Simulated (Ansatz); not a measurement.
System: HgO, charge 0, multiplicity 1. SMILES: [Hg]=[O]
Geometry: optimised at B3LYP-D3(BJ)/def2-TZVP (Ansatz, an electronic-structure program).

Wanted: vertical ionisation energy (to the doublet state of charge +1; each state is the SCF solution reached for its spin; the UHF <S^2> is 1.24 for the doublet (pure: 0.75); for the doublet T1 is 0.051; for the singlet the Hartree-Fock reference is unstable and T1 is 0.030), in eV. Cores are frozen in the correlated levels unless marked. UHF or UKS for open shells. No spin-orbit coupling. The frozen core is the preceding noble-gas configuration, with the filled d and f shells of earlier blocks. Past Kr the def2 sets carry scalar-relativistic core potentials. CBS marks a two-point X^-3 extrapolation of the correlation energy; Hartree-Fock from the larger set.

```csv
level,program,vertical ionisation energy (eV)
SVWN5/def2-TZVPD,Ansatz,10.03
PBE/def2-TZVPD,Ansatz,9.55
r2SCAN/def2-TZVPD,Ansatz,9.28
B3LYP/def2-TZVPD,Ansatz,9.42
PBE0/def2-TZVPD,Ansatz,9.14
BHLYP/def2-TZVPD,Ansatz,8.76
CAM-B3LYP/def2-TZVPD,Ansatz,9.27
```

Q: What does CCSD(T)/CBS(def2-TZVPPD,def2-QZVPPD) (Ansatz) give?

A: 9.56 eV
